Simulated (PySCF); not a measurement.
Thionyl fluoride, F2OS, SMILES O=S(F)F (PBE0/def2-SVP optimised geometry):

```
4

O     -1.015     0.688     0.000
S     -0.602    -0.688     0.000
F     -0.675    -1.196    -1.533
F      1.015    -0.688     0.000
```

Computed with PySCF with PBE0/def2-TZVP.

Problem. What are the frontier orbital energies and the dipole moment?

Solution. HOMO-2 -11.80 eV, HOMO-1 -11.07 eV, HOMO -9.78 eV, LUMO -1.49 eV, LUMO+1 -0.25 eV; dipole moment 1.71 D.

Meta-Löwdin charges at PBE0/def2-TZVP: O1 -0.68, S2 1.53, F3 -0.42, F4 -0.42.
